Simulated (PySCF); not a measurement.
**Converging LaN in the basis (HF)**

PySCF, RHF reference; singlet, unpaired electrons none; De to La (5d1 6s2) + N without counterpoise correction.

```csv
basis,relativity,functions,Re (Å),ωe (cm⁻¹),De (eV),μ (D)
x2c-SVPall,spin-free X2C,80,1.781,987,n/a,-8.53
x2c-TZVPall,spin-free X2C,112,1.776,978,n/a,-8.69
x2c-TZVPPall,spin-free X2C,128,1.777,980,n/a,-8.73
```

(1) How does each smaller set differ from the one with most functions, x2c-TZVPPall?

A positive dipole means La(−)N(+). Spin–orbit coupling is left out, which matters for elements this heavy, above all for dissociation energies. Hartree–Fock leaves out correlation, which carries a large part of most bond energies and some tenths to 1 eV of ionisation energies.

Answers

(1) x2c-SVPall: +0.4 pm, +0.7 % in ωe; x2c-TZVPall: -0.1 pm, -0.2 % in ωe. All at HF; the set with most functions is neither the basis-set limit nor always the best.
